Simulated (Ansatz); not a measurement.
Born–Oppenheimer molecular dynamics of AlH7O2Si2 (12 atoms, charge 0, multiplicity 1). It starts at the highest image of a converged band. Of that band: Neighbouring images differ by up to 2.4 eV, so the band resolves the path poorly. A vibrational analysis at the climbing image gives one clearly imaginary mode, 1485i cm⁻¹: a first-order saddle point.

The calculation used Ansatz 0.2.0, RKS PBE0-D4/6-31G*.

```yaml
ensemble: NVE (velocity Verlet)
time_step: 0.5 fs
steps_asked: 200
starting_velocities_drawn_for: 100 K
seed: 2129
```

Frames 1 fs apart, positions in Å, forces in eV/Å.

Velocities at 0.0 fs (Å/ps):

```
Al 2.64 0.73 -0.47
O 0.37 1.05 0.58
Si -0.91 -0.78 -0.97
H 0.30 5.03 -17.79
H -0.38 -8.06 8.06
H -6.34 16.41 -6.65
H -10.82 -3.09 -2.05
O -4.02 -3.36 0.52
Si 0.50 1.48 1.57
H 0.66 -0.36 8.41
H -3.02 -11.53 -1.29
H 18.10 -0.60 -9.99
```

```xyz
12
Properties=species:S:1:pos:R:3:forces:R:3 time_fs=0.0 energy_less_start_eV=0.000 T=100
Al 0.086 -0.359 -0.427 0.00 0.02 0.01
O 0.454 -0.137 1.372 -0.01 -0.03 0.00
Si 0.371 -0.403 3.040 0.00 0.01 0.00
H 0.552 -1.848 3.345 0.00 0.00 0.00
H 1.455 0.374 3.693 0.00 0.00 0.00
H -0.952 0.048 3.546 0.00 0.00 0.00
H 1.502 -0.184 0.553 0.00 0.01 -0.01
O -1.559 -0.630 -0.784 0.01 -0.02 -0.01
Si -3.026 -1.089 -1.357 0.00 0.00 0.01
H -3.597 -2.179 -0.515 0.00 0.00 0.00
H -3.974 0.061 -1.342 0.00 0.00 0.00
H -2.922 -1.595 -2.757 0.00 0.01 0.00
12
Properties=species:S:1:pos:R:3:forces:R:3 time_fs=1.0 energy_less_start_eV=0.007 T=95
Al 0.089 -0.359 -0.428 -0.25 -0.02 -0.09
O 0.454 -0.136 1.373 -0.01 0.00 -0.05
Si 0.370 -0.404 3.039 -0.12 0.21 0.03
H 0.552 -1.843 3.327 -0.01 -0.15 0.06
H 1.455 0.366 3.701 0.00 0.00 -0.01
H -0.958 0.065 3.539 0.13 -0.08 -0.03
H 1.492 -0.187 0.551 0.10 0.02 0.06
O -1.563 -0.633 -0.783 0.31 0.09 0.11
Si -3.026 -1.088 -1.356 -0.03 -0.31 -0.19
H -3.596 -2.179 -0.506 0.02 0.05 -0.07
H -3.977 0.050 -1.343 -0.08 0.12 -0.01
H -2.904 -1.596 -2.766 -0.06 0.07 0.20
12
Properties=species:S:1:pos:R:3:forces:R:3 time_fs=2.0 energy_less_start_eV=0.023 T=82
Al 0.091 -0.358 -0.428 -0.48 -0.06 -0.19
O 0.454 -0.135 1.373 0.00 0.03 -0.11
Si 0.369 -0.405 3.038 -0.22 0.38 0.06
H 0.553 -1.840 3.310 -0.02 -0.28 0.12
H 1.454 0.358 3.709 -0.01 0.00 -0.03
H -0.963 0.080 3.532 0.23 -0.15 -0.05
H 1.482 -0.190 0.549 0.19 0.02 0.13
O -1.567 -0.637 -0.783 0.60 0.20 0.22
Si -3.026 -1.086 -1.355 -0.06 -0.57 -0.36
H -3.595 -2.179 -0.499 0.03 0.09 -0.14
H -3.981 0.040 -1.345 -0.14 0.22 -0.02
H -2.886 -1.595 -2.774 -0.12 0.11 0.36
12
Properties=species:S:1:pos:R:3:forces:R:3 time_fs=3.0 energy_less_start_eV=0.043 T=67
Al 0.094 -0.357 -0.429 -0.68 -0.09 -0.27
O 0.455 -0.134 1.374 0.01 0.06 -0.16
Si 0.368 -0.405 3.037 -0.27 0.48 0.08
H 0.553 -1.839 3.294 -0.04 -0.35 0.16
H 1.454 0.350 3.717 -0.01 0.01 -0.04
H -0.966 0.094 3.525 0.29 -0.21 -0.06
H 1.474 -0.193 0.549 0.26 0.03 0.20
O -1.570 -0.640 -0.782 0.86 0.30 0.32
Si -3.025 -1.085 -1.353 -0.12 -0.75 -0.48
H -3.594 -2.178 -0.492 0.04 0.11 -0.18
H -3.986 0.032 -1.346 -0.17 0.29 -0.02
H -2.870 -1.594 -2.779 -0.18 0.13 0.46
12
Properties=species:S:1:pos:R:3:forces:R:3 time_fs=4.0 energy_less_start_eV=0.058 T=55
Al 0.096 -0.357 -0.430 -0.84 -0.11 -0.35
O 0.455 -0.132 1.374 0.03 0.09 -0.22
Si 0.367 -0.406 3.036 -0.27 0.49 0.10
H 0.552 -1.841 3.280 -0.07 -0.35 0.19
H 1.453 0.342 3.724 -0.01 0.01 -0.05
H -0.966 0.106 3.517 0.31 -0.24 -0.05
H 1.469 -0.195 0.551 0.30 0.04 0.26
O -1.573 -0.643 -0.781 1.09 0.39 0.41
Si -3.025 -1.084 -1.352 -0.19 -0.83 -0.55
H -3.593 -2.176 -0.488 0.03 0.10 -0.20
H -3.993 0.026 -1.348 -0.17 0.30 -0.03
H -2.856 -1.592 -2.779 -0.22 0.13 0.49
12
Properties=species:S:1:pos:R:3:forces:R:3 time_fs=5.0 energy_less_start_eV=0.066 T=49
Al 0.098 -0.356 -0.430 -0.94 -0.13 -0.41
O 0.455 -0.131 1.375 0.08 0.11 -0.28
Si 0.366 -0.406 3.035 -0.21 0.40 0.11
H 0.551 -1.847 3.267 -0.09 -0.28 0.20
H 1.452 0.334 3.731 -0.01 0.01 -0.06
H -0.963 0.116 3.508 0.27 -0.25 -0.02
H 1.466 -0.197 0.555 0.30 0.04 0.31
O -1.575 -0.646 -0.780 1.26 0.46 0.49
Si -3.024 -1.083 -1.351 -0.29 -0.80 -0.56
H -3.591 -2.173 -0.485 0.01 0.08 -0.20
H -4.001 0.024 -1.350 -0.12 0.26 -0.03
H -2.843 -1.588 -2.774 -0.25 0.11 0.44
12
Properties=species:S:1:pos:R:3:forces:R:3 time_fs=6.0 energy_less_start_eV=0.067 T=48
Al 0.099 -0.355 -0.431 -1.00 -0.15 -0.45
O 0.456 -0.130 1.375 0.15 0.14 -0.33
Si 0.364 -0.406 3.035 -0.12 0.23 0.12
H 0.549 -1.855 3.256 -0.12 -0.15 0.20
H 1.452 0.327 3.737 0.00 0.01 -0.07
H -0.958 0.123 3.499 0.18 -0.24 0.02
H 1.466 -0.199 0.562 0.25 0.04 0.36
O -1.577 -0.648 -0.779 1.38 0.51 0.55
Si -3.024 -1.083 -1.350 -0.39 -0.68 -0.50
H -3.589 -2.169 -0.484 -0.02 0.03 -0.18
H -4.011 0.024 -1.353 -0.03 0.19 -0.03
H -2.833 -1.583 -2.765 -0.26 0.06 0.32
12
Properties=species:S:1:pos:R:3:forces:R:3 time_fs=7.0 energy_less_start_eV=0.065 T=50
Al 0.100 -0.355 -0.432 -1.01 -0.15 -0.50
O 0.456 -0.129 1.375 0.24 0.16 -0.39
Si 0.363 -0.406 3.034 0.02 0.02 0.12
H 0.546 -1.865 3.248 -0.15 0.00 0.19
H 1.451 0.319 3.743 0.01 0.02 -0.08
H -0.950 0.129 3.491 0.05 -0.21 0.07
H 1.469 -0.200 0.573 0.15 0.05 0.41
O -1.578 -0.650 -0.777 1.43 0.55 0.59
Si -3.024 -1.083 -1.349 -0.48 -0.49 -0.39
H -3.587 -2.165 -0.485 -0.05 -0.03 -0.14
H -4.020 0.025 -1.355 0.07 0.09 -0.02
H -2.826 -1.578 -2.753 -0.26 0.00 0.14
12
Properties=species:S:1:pos:R:3:forces:R:3 time_fs=8.0 energy_less_start_eV=0.063 T=51
Al 0.101 -0.354 -0.434 -0.97 -0.16 -0.54
O 0.457 -0.127 1.374 0.36 0.17 -0.45
Si 0.362 -0.406 3.033 0.16 -0.21 0.13
H 0.541 -1.875 3.240 -0.17 0.15 0.18
H 1.450 0.311 3.748 0.02 0.02 -0.08
H -0.943 0.132 3.483 -0.09 -0.16 0.12
H 1.473 -0.201 0.587 0.02 0.05 0.48
O -1.577 -0.652 -0.775 1.41 0.57 0.61
Si -3.024 -1.083 -1.349 -0.55 -0.27 -0.24
H -3.586 -2.162 -0.487 -0.09 -0.09 -0.09
H -4.029 0.028 -1.358 0.17 -0.01 -0.02
H -2.821 -1.573 -2.740 -0.25 -0.08 -0.08
12
Properties=species:S:1:pos:R:3:forces:R:3 time_fs=9.0 energy_less_start_eV=0.060 T=54
Al 0.102 -0.354 -0.435 -0.91 -0.16 -0.61
O 0.458 -0.126 1.374 0.51 0.19 -0.51
Si 0.361 -0.406 3.032 0.28 -0.41 0.14
H 0.535 -1.883 3.235 -0.19 0.28 0.17
H 1.450 0.304 3.752 0.03 0.03 -0.09
H -0.936 0.133 3.476 -0.23 -0.10 0.16
H 1.477 -0.201 0.606 -0.15 0.06 0.56
O -1.576 -0.654 -0.772 1.31 0.56 0.60
Si -3.024 -1.083 -1.348 -0.57 -0.05 -0.08
H -3.585 -2.159 -0.490 -0.12 -0.15 -0.04
H -4.037 0.030 -1.361 0.25 -0.09 -0.01
H -2.818 -1.568 -2.728 -0.23 -0.16 -0.29
12
Properties=species:S:1:pos:R:3:forces:R:3 time_fs=10.0 energy_less_start_eV=0.050 T=62
Al 0.102 -0.354 -0.437 -0.82 -0.16 -0.72
O 0.459 -0.124 1.373 0.71 0.20 -0.56
Si 0.359 -0.407 3.032 0.36 -0.55 0.17
H 0.527 -1.889 3.232 -0.19 0.35 0.15
H 1.450 0.297 3.755 0.04 0.03 -0.09
H -0.932 0.134 3.471 -0.33 -0.06 0.19
H 1.480 -0.201 0.630 -0.33 0.07 0.67
O -1.575 -0.655 -0.769 1.14 0.53 0.58
Si -3.025 -1.083 -1.348 -0.54 0.11 0.07
H -3.586 -2.157 -0.494 -0.15 -0.19 0.00
H -4.042 0.032 -1.364 0.31 -0.14 0.00
H -2.818 -1.565 -2.719 -0.20 -0.21 -0.47
12
Properties=species:S:1:pos:R:3:forces:R:3 time_fs=11.0 energy_less_start_eV=0.022 T=83
Al 0.101 -0.353 -0.439 -0.72 -0.16 -0.89
O 0.461 -0.122 1.371 0.94 0.21 -0.62
Si 0.358 -0.407 3.031 0.38 -0.62 0.24
H 0.517 -1.892 3.229 -0.18 0.37 0.14
H 1.450 0.290 3.757 0.05 0.04 -0.10
H -0.930 0.134 3.468 -0.37 -0.03 0.18
H 1.480 -0.200 0.661 -0.54 0.09 0.83
O -1.572 -0.656 -0.766 0.91 0.48 0.54
Si -3.025 -1.083 -1.348 -0.45 0.20 0.17
H -3.588 -2.158 -0.497 -0.16 -0.20 0.03
H -4.045 0.032 -1.367 0.33 -0.15 0.01
H -2.819 -1.564 -2.713 -0.18 -0.24 -0.56
```

Of the whole run (100 fs, mean temperature of the second half 543 K): The conserved energy stayed within 0.57 meV per atom of its start (net change 0.13 meV per atom), so the integration is sound. The system heated up, since it started high on the potential surface and ran downhill. A run of 0.1 ps of so small a system gives no equilibrium averages. The orbitals stay closed-shell, which can raise the energy where a bond breaks towards radicals; this wasn't checked here.

Time of the run: 11 min on 2 threads of Arm Neoverse V1 (shared host), peak memory 0.22 GiB.
